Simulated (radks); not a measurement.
Spherical quantum dot in the effective-mass picture: electrons in a hard-walled sphere of radius 9.03, with a point charge +2 (a donor) at the centre, all in effective atomic units (hartree* = m*/eps^2 hartree, bohr* = eps/m* bohr), one dielectric constant everywhere. Method: non-relativistic Kohn-Sham, LDA (Slater exchange, Perdew-Wang correlation), spin-polarised, spherical densities; computed with a radial shooting solver with Libxc functionals. Levels are named by radial order and angular momentum (1s, 1p, 1d, 2s, ...), and open shells are averaged over m.

N = 20, configuration 1s2 1p6 1d10 2s2. This is the lowest configuration that the search found. Occupied and some empty levels:

| level | occupation | eigenvalue (hartree*) | <r> (bohr*) |
|---|---|---|---|
| 1s | 2 | 2.1584 | 0.9727 |
| 2s | 2 | 2.4191 | 6.665 |
| 1p | 6 | 2.4431 | 6.725 |
| 1d | 10 | 2.4908 | 6.832 |
| 1f | 0 | 2.5589 | 6.935 |
| 1g | 0 | 2.6461 | 7.030 |
| 2p | 0 | 2.7902 | 4.567 |

Energy (hartree*): total 20.3104, kinetic 6.9843, external -12.079, Hartree 29.717, exchange-correlation -4.3117. Static polarisability (adiabatic kernel): 467.3 bohr*^3.

Electron density:

| r (bohr*) | n(r) (e/bohr*^3) |
|---|---|
| 0.710 | 0.2529 |
| 1.38 | 0.02962 |
| 2.06 | 0.004402 |
| 2.73 | 0.001154 |
| 3.40 | 0.001138 |
| 4.08 | 0.002084 |
| 4.75 | 0.003889 |
| 5.43 | 0.006622 |
| 6.10 | 0.009785 |
| 6.78 | 0.01170 |
| 7.45 | 0.009991 |
| 8.12 | 0.004666 |
| 8.80 | 0.0003435 |
